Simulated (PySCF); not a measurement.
## Hg⁺ (mercury, charge +1) across methods

[Xe] 4f14 5d10 6s1, 2S determinant. All numbers are calculated (PySCF 2.14, a scalar-relativistic core potential, in aug-cc-pVTZ-PP with one added diffuse shell each of s, p, d, f, g type with ECP60MDF (7s7p6d4f3g, 113 functions)). The B2PLYP total includes its PT2 part (frozen core); its orbital energies are those of the SCF part.

```json
{"method": "M06", "E (hartree)": "-153.1581", "mean ε 5d α (eV)": "-20.838", "mean ε 5d β (eV)": "-20.609", "mean ε 6s α (eV)": "-15.515", "Σ⟨r²⟩ (bohr²)": "42.18", "⟨S²⟩": "0.750"}
{"method": "LDA", "E (hartree)": "-152.8895", "mean ε 5d α (eV)": "-19.190", "mean ε 5d β (eV)": "-18.890", "mean ε 6s α (eV)": "-15.392", "Σ⟨r²⟩ (bohr²)": "42.50", "⟨S²⟩": "0.750"}
{"method": "UHF", "E (hartree)": "-152.22835", "mean ε 5d α (eV)": "-25.425", "mean ε 5d β (eV)": "-25.099", "mean ε 6s α (eV)": "-17.376", "Σ⟨r²⟩ (bohr²)": "42.28", "⟨S²⟩": "0.752"}
{"method": "B2PLYP", "E (hartree)": "-152.9412", "mean ε 5d α (eV)": "-22.531", "mean ε 5d β (eV)": "-22.220", "mean ε 6s α (eV)": "-16.443", "Σ⟨r²⟩ (bohr²)": "42.29", "⟨S²⟩": "0.751"}
{"method": "PBE0", "E (hartree)": "-153.1281", "mean ε 5d α (eV)": "-20.846", "mean ε 5d β (eV)": "-20.508", "mean ε 6s α (eV)": "-15.834", "Σ⟨r²⟩ (bohr²)": "42.18", "⟨S²⟩": "0.751"}
{"method": "PBE", "E (hartree)": "-153.1591", "mean ε 5d α (eV)": "-18.999", "mean ε 5d β (eV)": "-18.665", "mean ε 6s α (eV)": "-15.043", "Σ⟨r²⟩ (bohr²)": "42.37", "⟨S²⟩": "0.751"}
{"method": "wB97X-V", "E (hartree)": "-153.0978", "mean ε 5d α (eV)": "-23.258", "mean ε 5d β (eV)": "-23.011", "mean ε 6s α (eV)": "-17.804", "Σ⟨r²⟩ (bohr²)": "42.18", "⟨S²⟩": "0.750"}
```

Estimate the same row for r2SCAN.

E (hartree) = -153.1908; mean ε 5d α (eV) = -19.377; mean ε 5d β (eV) = -18.963; mean ε 6s α (eV) = -15.335; Σ⟨r²⟩ (bohr²) = 42.01; ⟨S²⟩ = 0.752.

Energies and moments cover only the electrons outside the core potential. Spin-orbit coupling, which splits the p, d and f shells strongly at this Z, is absent.
